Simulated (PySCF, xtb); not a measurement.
C3H4BrCl, SMILES C/C(Cl)=C\Br.

GFN2-xTB (xtb) at its own geometry gives an orbital gap of 4.13 eV and a dipole moment of 2.21 D.

Geometry optimised at r2SCAN-D4/def2-SVP.

### Question
What does PBE0/def2-TZVP run with PySCF give? (Estimate from the structure and the level; the computed values follow.)

### Answer
gap 6.58 eV (levels -7.07 and -0.50 eV), dipole 0.80 D.
